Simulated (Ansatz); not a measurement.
Geometry optimisation, RKS PBE/def2-SVP in Ansatz 0.2.0.

input.yaml

```yaml
crystal:
  periodic: [false, false, false]
  atoms:
    - { symbol: Mo, position_ang: [-0.115262, -0.11251, -0.106987] }
    - { symbol: F, position_ang: [-0.020092, -0.0063, 1.700986] }
    - { symbol: F, position_ang: [1.718792, -0.117628, -0.233833] }
    - { symbol: F, position_ang: [-0.153339, 1.719826, -0.2514] }
    - { symbol: F, position_ang: [-1.961529, -0.127679, 0.004327] }
    - { symbol: F, position_ang: [-0.103884, -1.958388, 0.012731] }
    - { symbol: F, position_ang: [-0.236354, -0.251633, -1.942339] }
    - { symbol: Br, position_ang: [2.195077, 2.245778, 1.589931] }
    - { symbol: H, position_ang: [1.35229, 1.396034, 2.501084] }
basis:
  gaussian: { orbitals: def2-SVP }
hamiltonian:
  xc: pbe
relax:
  f_tol: 0.03
  max_steps: 50
output:
  orbitals: {}
```

Run as:

```bash
$ ansatz run input.yaml --threads 4 --pin off --max-ram 5120MiB --backend cpu --events-out ev --progress --plain --runs-dir out
```

Q: Where does it end, and by what steps?

A: The run converged. After 10 steps the energy has fallen by 0.246 eV; Br8 moved furthest, 0.79 Å.

```
step  energy less start (eV)  largest force component (eV/Å)  accepted
   0                  0.0000                           1.633       yes
   1                 -0.1830                           0.470       yes
   2                 -0.2264                           0.102       yes
   3                 -0.2377                           0.079       yes
   4                 -0.2411                           0.189       yes
   5                 -0.2431                           0.115       yes
   6                 -0.2443                           0.051       yes
   7                 -0.2448                           0.042       yes
   8                 -0.2453                           0.043       yes
   9                 -0.2456                           0.030       yes
  10                 -0.2457                           0.004       yes
```

```xyz
9
Properties=species:S:1:pos:R:3
Mo -0.184 -0.184 -0.240
F 0.068 0.084 1.578
F 1.640 -0.192 -0.484
F -0.218 1.638 -0.496
F -2.008 -0.180 0.023
F -0.154 -2.006 0.035
F -0.437 -0.452 -2.043
Br 2.472 2.536 2.274
H 1.496 1.543 2.627
```

The run took 27 s on 4 threads of Arm Neoverse V2, on a shared host, peak memory 0.25 GiB.
